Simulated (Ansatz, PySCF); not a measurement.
Dissociation curve of BrF, singlet.

Levels of theory: UHF/cc-pVDZ (PySCF); RHF/cc-pVDZ (PySCF); UKS-B3LYP = unrestricted B3LYP/cc-pVDZ run with PySCF; RKS-B3LYP = restricted B3LYP/cc-pVDZ run with PySCF; UKS-TPSSh = unrestricted TPSSh/cc-pVDZ run with PySCF 2.14.0; RKS-TPSSh = restricted TPSSh/cc-pVDZ in PySCF 2.14.0; UKS-M06-2X = unrestricted M06-2X/cc-pVDZ in PySCF 2.14.0; RKS-M06-2X = PySCF 2.14.0 with restricted M06-2X/cc-pVDZ; UKS-PBE = unrestricted PBE/cc-pVDZ run with Ansatz (an electronic-structure program); RKS-PBE = restricted PBE/cc-pVDZ (Ansatz); UKS-B3LYP/6-31G* = unrestricted B3LYP/6-31G*, spherical d (PySCF); RKS-B3LYP/6-31G* = restricted B3LYP/6-31G*, spherical d run with PySCF; UKS-BP86/6-31G* = PySCF 2.14.0 with unrestricted BP86/6-31G*, spherical d; RKS-BP86/6-31G* = restricted BP86/6-31G*, spherical d run with PySCF; UKS-LDA (SVWN5)/6-31G* = unrestricted LDA (SVWN5)/6-31G*, spherical d run with PySCF 2.14.0; RKS-LDA (SVWN5)/6-31G* = restricted LDA (SVWN5)/6-31G*, spherical d in PySCF.

Scanned distances (Å): 1.32, 1.40, 1.49, 1.59, 1.64, 1.70, 1.75, 1.82, 1.86, 1.91, 2.04, 2.16, 2.37, 2.61, 2.92, 3.14, 3.53, 3.86, 4.33, 4.71, 5.26, 6.18, 7.00.

Q: Where does the unrestricted solution first break spin symmetry (<S²> of 0.01 or more)?

A: UHF: between 1.86 and 1.91 Å; UKS-B3LYP: between 2.16 and 2.37 Å; UKS-TPSSh: between 2.16 and 2.37 Å; UKS-M06-2X: between 2.04 and 2.16 Å; UKS-PBE: between 2.16 and 2.37 Å; UKS-B3LYP/6-31G*: between 2.16 and 2.37 Å; UKS-BP86/6-31G*: between 2.16 and 2.37 Å; UKS-LDA (SVWN5)/6-31G*: between 2.16 and 2.37 Å.

```
R / Å  <S²> UHF  E(RHF) − E(UHF) / eV  <S²> UKS-B3LYP  E(RKS-B3LYP) − E(UKS-B3LYP) / eV  <S²> UKS-TPSSh  E(RKS-TPSSh) − E(UKS-TPSSh) / eV  <S²> UKS-M06-2X  E(RKS-M06-2X) − E(UKS-M06-2X) / eV  <S²> UKS-PBE  E(RKS-PBE) − E(UKS-PBE) / eV  <S²> UKS-B3LYP/6-31G*  E(RKS-B3LYP/6-31G*) − E(UKS-B3LYP/6-31G*) / eV  <S²> UKS-BP86/6-31G*  E(RKS-BP86/6-31G*) − E(UKS-BP86/6-31G*) / eV  <S²> UKS-LDA (SVWN5)/6-31G*  E(RKS-LDA (SVWN5)/6-31G*) − E(UKS-LDA (SVWN5)/6-31G*) / eV
-----  --------  --------------------  --------------  --------------------------------  --------------  --------------------------------  ---------------  ----------------------------------  ------------  ----------------------------  ---------------------  ----------------------------------------------  --------------------  --------------------------------------------  ---------------------------  ----------------------------------------------------------
1.32       0.00                 0.000            0.00                             0.000            0.00                             0.000             0.00                               0.000          0.00                         0.000                   0.00                                           0.000                  0.00                                         0.000                         0.00                                                       0.000
1.40       0.00                 0.000            0.00                             0.000            0.00                             0.000             0.00                               0.000          0.00                         0.000                   0.00                                           0.000                  0.00                                         0.000                         0.00                                                       0.000
1.49       0.00                 0.000            0.00                             0.000            0.00                             0.000             0.00                               0.000          0.00                         0.000                   0.00                                           0.000                  0.00                                         0.000                         0.00                                                       0.000
1.59       0.00                 0.000            0.00                             0.000            0.00                             0.000             0.00                               0.000          0.00                         0.000                   0.00                                           0.000                  0.00                                         0.000                         0.00                                                       0.000
1.64       0.00                 0.000            0.00                             0.000            0.00                             0.000             0.00                               0.000          0.00                         0.000                   0.00                                           0.000                  0.00                                         0.000                         0.00                                                       0.000
1.70       0.00                 0.000            0.00                             0.000            0.00                             0.000             0.00                               0.000          0.00                         0.000                   0.00                                           0.000                  0.00                                         0.000                         0.00                                                       0.000
1.75       0.00                 0.000            0.00                             0.000            0.00                             0.000             0.00                               0.000          0.00                         0.000                   0.00                                           0.000                  0.00                                         0.000                         0.00                                                       0.000
1.82       0.00                 0.000            0.00                             0.000            0.00                             0.000             0.00                               0.000          0.00                         0.000                   0.00                                           0.000                  0.00                                         0.000                         0.00                                                       0.000
1.86       0.00                 0.000            0.00                             0.000            0.00                             0.000             0.00                               0.000          0.00                         0.000                   0.00                                           0.000                  0.00                                         0.000                         0.00                                                       0.000
1.91       0.21                 0.046            0.00                             0.000            0.00                             0.000             0.00                               0.000          0.00                         0.000                   0.00                                           0.000                  0.00                                         0.000                         0.00                                                       0.000
2.04       0.57                 0.500            0.00                             0.000            0.00                             0.000             0.00                               0.000          0.00                         0.000                   0.00                                           0.000                  0.00                                         0.000                         0.00                                                       0.000
2.16       0.74                 1.109            0.00                             0.000            0.00                             0.000             0.10                               0.006          0.00                         0.000                   0.00                                           0.000                  0.00                                         0.000                         0.00                                                       0.000
2.37       0.89                 2.244            0.44                             0.092            0.49                             0.084             0.65                               0.453          0.50                         0.081                   0.44                                           0.094                  0.48                                         0.074                         0.40                                                       0.044
2.61       0.96                 3.426            0.78                             0.472            0.80                             0.410             0.85                               1.193          0.77                         0.259                   0.78                                           0.482                  0.76                                             —                         0.73                                                           —
2.92       1.00                 4.677            0.95                             1.034            0.95                             0.932             0.95                               2.021          0.92                         0.481                   0.95                                           1.048                  0.92                                             —                         0.90                                                           —
3.14       1.01                 5.387            0.99                             1.379            0.99                             1.252             0.98                               2.484          0.97                         0.663                   0.99                                           1.392                  0.96                                             —                         0.95                                                           —
3.53       1.01                 6.304            1.00                             1.828            1.00                             1.652             1.00                               3.095          1.00                         0.947                   1.00                                           1.840                  1.00                                             —                         0.99                                                           —
3.86       1.01                 6.825            1.00                             2.072            1.00                             1.857             1.00                               3.448          1.00                         1.098                   1.00                                           2.092                  1.00                                             —                         1.00                                                           —
4.33       1.01                 7.309            1.00                             2.284            1.00                             2.031             1.00                               3.761          1.00                         1.219                   1.00                                           2.302                  1.00                                             —                         1.00                                                           —
4.71       1.01                 7.559            1.00                             2.383            1.00                             2.109             1.00                               3.917          1.00                         1.268                   1.00                                           2.400                  1.01                                             —                         1.00                                                           —
5.26       1.01                 7.797            1.00                             2.461            1.00                                 —             1.00                               4.058          1.00                         1.301                   1.00                                           2.482                  0.00                                             —                            —                                                           —
6.18       1.01                 8.045            1.00                             2.523            1.00                                 —             1.00                               4.196          1.00                         1.313                   1.00                                           2.549                  1.00                                             —                         1.00                                                           —
7.00       1.01                 8.198            1.00                             2.557            1.00                                 —             1.00                               4.279          1.00                         1.317                   1.00                                           2.584                  1.00                                             —                         1.00                                                           —
```

A dash means that the run gave no value there, or that the column was ended at a point which the program doubted or which failed a test of continuity chosen for this set; such a test can also cut sound points.
